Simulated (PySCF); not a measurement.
Level of theory: B3LYP-D3(BJ)/def2-TZVP (PySCF 2.14.0). Gas-phase values, no solvent. One relaxed conformer stands for a flexible species; it need not be the lowest. B3LYP has the VWN-RPA correlation part, as in Gaussian. Excitations are Tamm–Dancoff values on a coarser integration grid. The basis has no diffuse functions, so Rydberg states are missing or too high.

Reference species (SMILES): `N=C=[SiH]N` (neutral, multiplicity 1).

| Property | Result |
|---|---|
| S1 oscillator strength | 0.004 |
| S1 excitation (TDA) | 2.99 eV |
| LUMO | -1.77 eV |
| HOMO | -5.46 eV |

Changed species: `[H]/N=[SiH]/N=C` (C–N–Si–N torsion 59°).

### Question
What does the change do to the S1 oscillator strength, S1 excitation (TDA), LUMO and HOMO?

### Answer
the S1 oscillator strength rises by 0.012, to 0.016; the S1 excitation (TDA) increases by 0.76 eV, to 3.75 eV; the LUMO falls by 0.19 eV, to -1.96 eV; the HOMO falls by 1.40 eV, to -6.86 eV.
